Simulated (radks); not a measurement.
Spherical quantum dot in the effective-mass picture: electrons in a hard-walled sphere of radius 1.92, all in effective atomic units (hartree* = m*/eps^2 hartree, bohr* = eps/m* bohr), one dielectric constant everywhere. Method: non-relativistic Kohn-Sham, r2SCAN, spin-polarised, spherical densities, generalised Kohn-Sham scheme; computed with a radial shooting solver with Libxc functionals. Levels are named by radial order and angular momentum (1s, 1p, 1d, 2s, ...), and open shells are averaged over m. Results are scaled to m* = 0.201 and eps = 12.1, for which hartree* = 37.36 meV and bohr* = 3.186 nm.

N = 15, configuration 1s2 1p6 1d(up 5, down 2). This is the lowest configuration that the search found. Occupied and some empty levels:

| level | occupation | eigenvalue (meV) | <r> (nm) |
|---|---|---|---|
| 1s up | 1 | 437.50 | 3.648 |
| 1s down | 1 | 441.25 | 3.623 |
| 1p up | 3 | 474.15 | 3.964 |
| 1p down | 3 | 478.77 | 3.952 |
| 1d up | 5 | 530.16 | 4.186 |
| 1d down | 2 | 535.52 | 4.182 |
| 2s up | 0 | 599.84 | 2.849 |
| 1f up | 0 | 602.70 | 4.355 |
| 2s down | 0 | 602.90 | 2.866 |
| 1f down | 0 | 608.71 | 4.355 |
| 2p up | 0 | 697.03 | 3.238 |
| 2p down | 0 | 700.72 | 3.240 |

Energy (meV): total 4585.24, kinetic 1987.4, external 0, Hartree 3029.0, exchange-correlation -431.17.
